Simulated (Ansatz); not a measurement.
Consider the cleavage of the Si–Si bond: `BO[SiH2][SiH2]O` + H–F → `BO[SiH2]F` + `O[SiH3]`.

Calculated with Ansatz (gas phase, PBE0-D4/def2-TZVP geometries, no zero-point term in ΔE). CBS: MP2 limit from def2 TZ/QZ plus the TZ coupled-cluster correction, frozen cores. This one scheme is used for every species. Functionals use def2-TZVPP. HSE06 is defined as in plane-wave codes. One conformer a species, not always the lowest.

```
       level  ΔE (kJ/mol)
      revPBE       -143.2
      r2SCAN       -163.6
       HSE06       -149.3
HF/CBS(def2)       -198.0
```

What does CCSD(T)/CBS give? (Estimate.)

Ansatz gave: -161.9 kJ/mol. The listed levels differ from it by 18.7, -1.7, 12.6, -36.1 kJ/mol.

Largest T1 diagnostic among the species: 0.013.

In def2-TZVPP, CCSD(T) changes the Hartree–Fock value by +31.4 kJ/mol (the triples alone add +4.1 kJ/mol) and MP2 by +25.3 kJ/mol. From PBE to PBE0 (25 % exact exchange), in def2-TZVPP and without D4, ΔE moves by −6.6 kJ/mol.

CCSD(T)/CBS has its own doubt, a few kJ/mol and more with outer-core shells, so smaller differences from it don't rank the levels.
